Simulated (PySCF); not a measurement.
A structure optimised at B3LYP-D3(BJ)/def2-SVP, used in a PySCF frequency run:

```
C
H 1 1.1014
H 1 1.1014 2 106.84
C 1 1.5303 2 111.35 3 121.79
H 4 1.1018 1 112.17 2 60.07
H 4 1.1018 5 107.21 1 -123.57
H 4 1.1049 5 107.00 6 -114.51
Cd 1 2.1335 2 106.14 3 -112.95
Cl 8 2.3207 3 156.71 1 -179.38
```

### Question
Write its SMILES, formula and point group.

### Answer
C[CH2][Cd][Cl], C2H5CdCl, Cs

### Question
What are its rotational constants (standard atomic weights)?

### Answer
20.600, 1.2973, 1.2394 GHz
